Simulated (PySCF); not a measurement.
Polarisability and C₆ of K⁻ (potassium, charge -1)

[Ar] 4s2, closed-shell 1S. All numbers are calculated (PySCF 2.14, the spin-free X2C one-electron Hamiltonian (Gaussian nucleus), in aug-cc-pVTZ-X2C (7s6p4d2f, 59 functions)). Coupled (time-dependent) response in atomic units; α is the mean over directions.

```
method  mean α (bohr³)  C₆ (like pair)    S(−4)
   UHF            1867           71990  3208000
```

S(−4) is the Cauchy moment in α(ω) = α(0) + S(−4) ω² + …

α(iu) at UHF:

```json
{"u (hartree)": "0", "α(iu) (bohr³)": "1867"}
{"u (hartree)": "0.0500", "α(iu) (bohr³)": "486.0"}
{"u (hartree)": "0.100", "α(iu) (bohr³)": "173.8"}
{"u (hartree)": "0.200", "α(iu) (bohr³)": "52.34"}
{"u (hartree)": "0.300", "α(iu) (bohr³)": "26.16"}
{"u (hartree)": "0.500", "α(iu) (bohr³)": "11.79"}
{"u (hartree)": "0.750", "α(iu) (bohr³)": "6.654"}
{"u (hartree)": "1.00", "α(iu) (bohr³)": "4.460"}
{"u (hartree)": "1.50", "α(iu) (bohr³)": "2.442"}
{"u (hartree)": "2.00", "α(iu) (bohr³)": "1.528"}
{"u (hartree)": "3.00", "α(iu) (bohr³)": "0.7470"}
{"u (hartree)": "5.00", "α(iu) (bohr³)": "0.2863"}
```

A single London oscillator, α(iu) = α/(1 + u²/ω²), gives C₆ = (3/4) ω α². Matching the computed C₆ needs ω = 4 × 71990 / (3 × 1867²) = 0.0275 hartree.

For an ion, C₆ is the dispersion term alone; charge-induced terms of lower order in 1/R come first.

The outer electron is barely bound at this level, so radii and moments hang on the diffuse functions.
